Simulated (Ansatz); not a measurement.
Computed with Ansatz on PBE0-D4/def2-TZVP structures; ΔE is electronic, products minus reactants. CCSD(T)/CBS adds triple-zeta CCSD(T) − MP2 to the extrapolated MP2 energy (def2 sets, frozen cores). Functionals use def2-TZVPP. B3LYP here is the variant with VWN-RPA as its local correlation; programs differ in this. One conformer a species, not always the lowest.

`O[SiH2]/C=C/[SiH3]` + `N[SiH2]O[SiH3]` → `[SiH3]N[SiH2]O[SiH3]` + `C=C[SiH2]O`  (ligand exchange at the Si–C bond)

Q: Is it downhill or uphill in electronic energy at CCSD(T)/CBS, and by how much? (Best estimate.)

A: The calculation gave: Downhill: ΔE = -56.6 kJ/mol.

Q: What do these levels give: PBE-D4, PBE0-D4, ωB97X-V, B2PLYP, PBE, r2SCAN, PBE0, B3LYP, HF/def2-TZVPP, SCS-MP2/def2-QZVPP, MP2/CBS(def2), CCSD/CBS(def2)? (An estimate is asked.)

A: Computed: PBE-D4 -47.2, PBE0-D4 -51.2, ωB97X-V -55.6, B2PLYP -53.8, PBE -43.6, r2SCAN -51.9, PBE0 -47.9, B3LYP -50.5, HF/def2-TZVPP -61.5, SCS-MP2/def2-QZVPP -58.6, MP2/CBS(def2) -57.2, CCSD/CBS(def2) -57.6 kJ/mol.

Largest T1 diagnostic among the species: 0.012.

In def2-TZVPP, CCSD(T) changes the Hartree–Fock value by +5.0 kJ/mol (the triples alone add +1.0 kJ/mol) and MP2 by +4.4 kJ/mol. The D4 term adds −5.8 kJ/mol with B3LYP and −3.4 kJ/mol with PBE0; it sums over pairs of atoms, weighted by their polarisabilities, and B3LYP, whose exchange is more repulsive, gets the larger term.
